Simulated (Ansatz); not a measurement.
This geometry of AlF3H2 (6 atoms, charge 0, multiplicity 1) is a first-order saddle point.

Theory: Ansatz 0.2.0, RKS B3LYP/def2-SVP.

```xyz
6
Properties=species:S:1:pos:R:3
Al 0.011 -0.175 0.024
H 0.020 0.062 1.687
F 1.432 0.155 -0.757
F -1.436 0.089 -0.734
F 0.057 -1.888 0.802
H 0.045 -1.142 1.590
```

Problem. Which two structures does it join? (They come from a converged band through this point; their orientation in space is the band's.)

Solution. Bonds broken: Al1–H2, F5–H6. Bonds formed: H2–H6. AlF3H2 becomes AlF3 + H2.

First end point:

```xyz
6
Properties=species:S:1:pos:R:3
Al 0.005 0.072 0.103
H 0.002 0.634 1.576
F 1.423 0.081 -0.768
F -1.426 0.009 -0.746
F 0.058 -1.850 0.753
H 0.066 -1.845 1.693
```

Last end point:

```xyz
6
Properties=species:S:1:pos:R:3
Al 0.019 -0.595 -0.209
H 0.013 0.160 1.823
F 1.420 0.207 -0.555
F -1.424 0.139 -0.530
F 0.062 -2.209 0.153
H 0.038 -0.600 1.930
```

Problem. How far does it lie above each of them?

Solution. 17.6 kJ/mol above the first and 118.1 kJ/mol above the second. This is the barrier of this one path; another mechanism may lie lower. The orbitals stay closed-shell, which can raise the energy where a bond breaks towards radicals; this wasn't checked here.

Run time: 82 s on 1 thread of Arm Neoverse V2, with other jobs on the host, peak memory 0.12 GiB.
